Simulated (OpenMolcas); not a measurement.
Computed levels of 5d3 in ions with 71 electrons, in cm-1 above 4F 3/2.

```json
{
 "Program": "OpenMolcas",
 "Method": "MS-CASPT2, IPEA 0.25 Eh, imaginary shift 0.1 Eh",
 "Basis": "ANO-RCC-VQZP",
 "Scalar Hamiltonian": "DKH2, point nucleus",
 "Spin-orbit coupling": "state interaction with AMFI integrals over the reference wave functions, term energies averaged over their components"
}
```

Active space for each ion: 3 electrons in 10 orbitals (5d 6d); closed shells correlated by CASPT2: 5s 5p.

| Level | Re4+ | Ir6+ | Pt7+ |
| --- | --- | --- | --- |
| 4F 5/2 | 4990 | 7980 | 9890 |
| 4F 7/2 | 9160 | 13940 | 16750 |
| 4P 1/2 | 14420 | 19570 | 22140 |
| 2G 7/2 | 19280 | 27080 | 31410 |
| 2H 9/2 | 20410 | 28520 | 33200 |
| 4P 5/2 | 21570 | 29330 | 33530 |
| 2P 1/2 | 23790 | 34170 | 39590 |
| 2H 11/2 | 27840 | 37940 | 43440 |
| 2D 5/2(1) | 29610 | 40770 | 46680 |

**Question.** Estimate 4F 7/2, 4P 1/2, 2G 7/2 for Os5+ from its neighbours Re4+ and Ir6+.

**Answer.** 4F 7/2 is fine structure, which grows about as the fourth power of a screened charge, so the fourth roots are averaged: ((9160^0.25 + 13940^0.25) / 2)^4 = 11362. The calculation gives 11350, so the estimate is off by +0.1 %; the measured value is 11444 (the list in Brasseur, Palmeri and Quinet, Atoms 13, 11 (2025)).
4P 1/2 is another term, which grows about linearly with the charge: (14420 + 19570) / 2 = 16995. The calculation gives 16890, so the estimate is off by +0.6 %; the measured value is 16772 (the list in Brasseur, Palmeri and Quinet, Atoms 13, 11 (2025)).
2G 7/2 is another term, which grows about linearly with the charge: (19280 + 27080) / 2 = 23180. The calculation gives 22870, so the estimate is off by +1.4 %; the measured value is 22920 (the list in Brasseur, Palmeri and Quinet, Atoms 13, 11 (2025)).

Mixed levels, with the weight of the term that names them: Re4+ 4P 1/2 (62 %), Re4+ 2H 9/2 (55 %), Re4+ 2P 1/2 (62 %), Os5+ 4P 1/2 (66 %), Os5+ 2H 9/2 (56 %), Os5+ 2P 1/2 (66 %), Ir6+ 4P 1/2 (67 %), Ir6+ 2H 9/2 (55 %), Ir6+ 2P 1/2 (67 %), Pt7+ 4P 1/2 (67 %), Pt7+ 2G 7/2 (75 %), Pt7+ 2H 9/2 (54 %), Pt7+ 2P 1/2 (67 %).

CASPT2 breaks the degeneracy within a term, and the mean is taken; among the terms shown or strongly mixed into the levels shown the widest spread is 500 cm-1 (5d3 4F, Os5+). Active for correlation alone: 6d; no level in the range computed is led by a configuration that fills it, so any true level of that kind is missing. Computed and measured levels are paired by configuration, term and J; levels that our copy of the source lacks, or whose pairing is in doubt (as where it misses far off the trend of its configuration), stay unpaired and out of the deviations. Only configurations of the active space appear.

A number in round brackets counts repeated terms of one configuration in the order of the reference energies.
